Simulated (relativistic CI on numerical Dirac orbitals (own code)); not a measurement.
Tc2+: 3d photoemission

Computed with this model: Dirac-Coulomb-Breit CI, KLI orbitals optimised for each configuration, model QED (radiative potential, 1s self-energy scaled to tabulated hydrogen-like ionisation energies), valence Slater integrals scaled by 0.8, multiplet model of photoemission in the sudden approximation; configurations [Kr] 4d5 → [Ar] 3d9 4s2 4p6 4d5; 300 K; Lorentzian 0.3 eV and Gaussian 0.5 eV FWHM. Energies are those of the free ion, without screening or charge transfer. The energies are binding energies and can lie tens of eV above those of solids. S is read from ⟨S²⟩ = S(S + 1).

Field parameters in Wybourne normalisation: D3d B²₀ = −7Dσ, B⁴₀ = −14Dq − 21Dτ, B⁴₃ = −14√(10/7) Dq. The field is a parameter set, without covalency.

free ion: ground-state S = 2.49, centroid 283.79 eV. Peaks (eV, height): 281.7 (100), 285.2 (71), 286.5 (18), 291.6 (11).

D3d, 10Dq = 18550, Dσ = -1200, Dτ = 280 cm⁻¹: ground-state S = 0.54, centroid 284.27 eV. Peaks (eV, height): 282.2 (100), 283.8 (10), 285.8 (35).

Strongest unbroadened transitions for free ion:

```csv
Energy (eV),Relative strength
281.47,100.0
281.77,80.0
282.04,60.1
282.26,41.0
282.42,23.4
282.51,7.5
285.06,14.5
285.07,21.2
285.10,21.9
285.15,6.0
285.19,8.3
285.22,37.1
285.26,6.2
285.37,10.0
285.48,6.2
286.60,8.7
291.63,4.4
291.76,8.3
```
